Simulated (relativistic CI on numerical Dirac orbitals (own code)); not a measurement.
# Zeeman pattern of Ag 7687.77 Å at 1 T

Problem. The line 4d¹⁰5p ²P°1/2 – 4d¹⁰6s ²S1/2 of Ag lies at 7687.77 Å (air; NIST Handbook). Calculate its Zeeman pattern at B = 1 T, seen across the field, in LS coupling, and compare it with the Doppler width at an assumed gas temperature of 400 K.

Working.
1. Landé factors g = 3/2 + [S(S + 1) − L(L + 1)]/[2J(J + 1)]: lower 0.6667, upper 2.0000.
2. The unit is μB B/hc = 0.46686 × 1 = 0.4669 cm⁻¹, or 276.0 mÅ at this wavelength. A component is shifted by g_u m_u − g_l m_l units. Seen across the field, the strengths for lower J and m are m² (π) and ¼(J − m)(J + m + 1) (σ).
3. π components (Δm = 0), symmetric about zero, as shift (strength, strongest of all = 100): ±0.667 (100).
4. σ components with Δm = +1, mirrored for −1: 1.333 (100).
5. The centre of the σ group lies at ḡ = 1.333 units, 368.0 mÅ from the line centre.
6. The Doppler width is 7.16 × 10⁻⁷ λ √(T/M) = 10.6 mÅ (FWHM, M = 107), so the sum of Gaussians shows separate peaks away from the centre.

Check. A relativistic CI calculation gives g = 0.6659 and 2.0023 for the two levels. The nearest fine-structure partner lies 921 cm⁻¹ away, 1972 Zeeman units, so the weak-field formulas hold; hyperfine structure, which matters at weak fields for isotopes with nuclear spin, is neglected.
